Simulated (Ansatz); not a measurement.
Species: BN (charge 0, triplet). 
Geometry from a B3LYP-D3(BJ)/def2-TZVP (Ansatz, an electronic-structure program) optimisation:
```xyz
2

B      0.0000     0.0000    -0.7688
N      0.0000     0.0000     0.5492
```
Charge 0, spin multiplicity 3.

Basis-set convergence of Hartree-Fock and CCSD(T) correlation energies (hartree) with Ansatz. Cores are frozen in the correlated levels unless marked. Open shells are spin-unrestricted. Spin-orbit coupling is left out. No relativistic terms.

```csv
basis,functions,E(HF),"E(corr, CCSD(T))"
def2-SVP,28,-78.92337,-0.20690
def2-TZVPP,62,-79.01800,-0.25051
def2-QZVPP,114,-79.02144,-0.26526
```

Extrapolating the two largest sets (X = 3 and 4) as X^-3: E(corr) = (64·(-0.26526) - 27·(-0.25051))/37 = -0.2760 Eh, an estimate of the basis-set limit. The largest set recovers 96.1 % of it, the smallest 75.0 %.
